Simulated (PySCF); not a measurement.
1-chloro-2,2-difluoropropane (C3H5ClF2), SMILES CC(F)(F)CCl. The structure is a stationary point at PBE-D3(BJ)/def2-SVP. One conformer was computed; it need not be the lowest.

Level of theory: PBE-D3(BJ)/def2-SVP (PySCF).

Harmonic wavenumbers (cm⁻¹): 97, 190, 226, 326, 333, 413, 491, 541, 751, 808, 855, 918, 940, 1073, 1131, 1217, 1254, 1270, 1354, 1386, 1405, 1411, 3001, 3026, 3101, 3104, 3112. Rotational constants (GHz): 4.786, 1.722, 1.689; symmetry number 1.

Task: Work out the zero-point energy and the ideal-gas rigid-rotor harmonic-oscillator thermochemistry at 298.15 K and 1 atm.

Result: ZPE = ½ Σ hcν = ½ × 33733 cm⁻¹ = 201.77 kJ/mol. H − E(el) = 221.62 kJ/mol. Entropy in J/(mol K): translation 167.87, rotation 115.21, vibration 56.52, total 339.60. G − E(el) = 120.37 kJ/mol. Cp = 104.82 J/(mol K). Modes under 150 cm⁻¹ make the vibrational entropy uncertain.
